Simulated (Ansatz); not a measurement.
Born–Oppenheimer molecular dynamics of GaH3O3 (7 atoms, charge 0, multiplicity 1). It starts from a relaxed structure.

The calculation used RKS LDA/def2-SVP in Ansatz.

```
ensemble        : NVT, Langevin thermostat
time step       : 1 fs
steps asked     : 100
set temperature : 3000 K
friction        : 0.02 /fs
masses          : H 3.016 u
seed            : 907746
```

First frame:

```xyz
7
Properties=species:S:1:pos:R:3
Ga 0.060 -0.281 0.103
O -0.079 -0.048 1.845
H -1.001 -0.024 2.162
O 1.687 -0.297 -0.560
H 1.667 -0.436 -1.526
O -1.287 -0.498 -1.027
H -2.166 -0.495 -0.605
```

(1) What does the run give?

(2) What happens to the structure?

(3) How do temperature and energy run in time?

Answers

(1) The run went to its last step.

```yaml
steps_done: 100
time_covered: 100 fs
mean_temperature_over_the_second_half: 1578 K
spread_of_the_potential_energy_over_the_second_half: 44.8 meV per atom
mean_potential_energy_of_the_second_half_above_the_start: 173.5 meV per atom
```

The mean temperature of the second half is 47 % below the set value. A run of 0.1 ps of so small a system gives no equilibrium averages.

(2) No bond is clearly made or broken; grazing contacts change: Ga1–H5 2.29 → 1.78 Å. Pairs count as bonded within 1.25 times the sum of covalent radii (0.12 Å more for H–H). Another seed would give other details.

(3) 
```csv
time (fs),T (K),potential energy less start (eV)
0,2571,0.000
5,2514,0.532
10,936,1.778
15,1822,1.003
20,1473,0.745
25,1423,0.928
30,2109,0.385
35,1544,1.130
40,1212,1.407
45,1799,1.103
50,1169,0.918
55,1799,0.900
60,1509,1.195
65,1496,1.072
70,1175,1.240
75,1047,1.139
80,897,1.353
85,1830,1.486
90,1704,1.569
95,2022,1.397
100,1797,1.801
```

The run took 2.1 min on 1 thread of Arm Neoverse V2 (shared host), peak memory 0.11 GiB.
